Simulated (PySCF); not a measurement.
From computed data to an observable: oscillator strength and radiative lifetime

CH7ClOSi2, SMILES [SiH3]CO[SiH2]Cl.

Coordinates come from a PBE0-D3(BJ)/def2-SVP optimisation. This is a generated structure with no PubChem entry under its InChIKey; it may be hypothetical. The values are those of a single conformer.

TDA-PBE/def2-SVPD in PySCF 2.14.0 puts the first singlet state with f over 0.02 at 6.49 eV (vertical), with the transition dipole (-0.349, 0.187, 0.155) in atomic units.

### Question
Find the oscillator strength, the wavelength and the radiative lifetime that this transition would have in vacuum if emission retraced absorption.

### Answer

|μ|² = 0.1808 au, so |μ| = 1.08 D. ΔE = 6.49/27.211 = 0.2385 hartree. f = (2/3) ΔE |μ|² = 0.029 (the program prints 0.029).
λ = 1239.84/6.49 = 191 nm; ν = 52345 cm⁻¹.
Einstein's coefficient A = 0.6670 ν² f s⁻¹ (ν in cm⁻¹) = 5.3e7 s⁻¹, so τ = 1/A = 19 ns. This state is S3; the lower singlets have f = 0.002, 0.020. The figure is the radiative limit of this one transition; relaxation, internal conversion, crossing to triplets and a medium change what is measured.
